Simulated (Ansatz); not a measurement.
**A geometry optimisation of CH2BrF with PBE0-D4/def2-TZVP**

The starting geometry of this gas-phase triplet was optimised with GFN2-xTB as a singlet; its bonds are those of `FCBr`.

```
atom    x (Å)    y (Å)   z (Å)
   C  -0.5174  -0.4458  0.7617
  Br   1.3221   0.0640  1.1409
   F  -0.5464  -1.6334  0.1337
   H  -1.0479  -0.5334  1.7130
   H  -0.9516   0.3135  0.1065
```

Task: Predict what becomes of its bonds when it is optimised with PBE0-D4/def2-TZVP.

Result: It falls apart into CH2F + Br. Contacts that open: C1–Br2 (1.95 → 3.61 Å).

The energy falls by 2.54 eV over 16 steps:

```json
{"step": "1", "E − E(last) (eV)": "2.541"}
{"step": "3", "E − E(last) (eV)": "0.674"}
{"step": "4", "E − E(last) (eV)": "0.298"}
{"step": "6", "E − E(last) (eV)": "0.097"}
{"step": "8", "E − E(last) (eV)": "0.024"}
{"step": "9", "E − E(last) (eV)": "0.013"}
{"step": "11", "E − E(last) (eV)": "0.002"}
{"step": "13", "E − E(last) (eV)": "0.000"}
{"step": "14", "E − E(last) (eV)": "0.000"}
{"step": "16", "E − E(last) (eV)": "0.000"}
```

Final geometry (Å):

```xyz
5

C    -1.1688   -0.5765    0.6536
Br    2.3407    0.0618    1.2009
F    -0.1720   -1.3861    0.2866
H    -1.4213   -0.6138    1.7045
H    -1.3197    0.2794    0.0102
```

The end wasn't checked by frequencies. Open shells are spin-unrestricted. The triplet needn't be the ground state. Run with Ansatz 0.2.0, 5.4 min on 2 threads of Intel(R) Xeon(R) Processor @ 2.50GHz (Skylake/Cascade Lake) (shared host).
